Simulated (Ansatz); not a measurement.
Harmonic frequencies (cm⁻¹) at PBE0-D4/def2-TZVP from Ansatz: 128, 134, 172, 182, 196, 357, 402, 526, 545, 612, 678, 712, 1540, 3559, 3667.

Each molecule was computed in one conformer, which needn't be the lowest.

Task: Which molecule is it?
A. `[NH]=[Ta]([NH2])([F])[F]`
B. `[NH2][Ta]([F])(=[S])[Cl]`
C. `[NH2][Ta]([OH])(=[S])[Cl]`
D. `[F][Ta]([F])([F])([F])[Cl]`

Result: B.
